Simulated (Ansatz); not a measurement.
CH7B2NSi (`C[Si]1(N)BB1`). The species carries charge 0 and has multiplicity 1.

| atom | x (Å) | y (Å) | z (Å) |
| --- | --- | --- | --- |
| C1 | -0.459 | -1.335 | -0.842 |
| Si2 | 0.066 | 0.185 | 0.109 |
| N3 | -0.977 | 1.410 | -0.428 |
| B4 | 1.494 | -0.472 | 1.486 |
| B5 | 1.427 | 0.988 | 1.336 |
| H6 | -0.352 | -1.151 | -1.915 |
| H7 | -1.511 | -1.557 | -0.640 |
| H8 | 0.140 | -2.204 | -0.577 |
| H9 | -0.930 | 2.359 | -0.100 |
| H10 | -1.676 | 1.265 | -1.137 |
| H11 | 1.527 | -1.647 | 1.369 |
| H12 | 1.251 | 2.158 | 1.339 |

(1) Give the diagnostics of a CCSD(T)/def2-TZVPP run (frozen core, Ansatz). (Best estimate.)

Answers

(1) Computed: T1 = 0.0128, largest single amplitude 0.018, largest double 0.034, (T) share of the correlation energy 4.6 %, 11 CCSD cycles. The RHF solution is stable towards an unrestricted one. T1 lies under the customary mark of 0.02 for closed shells.
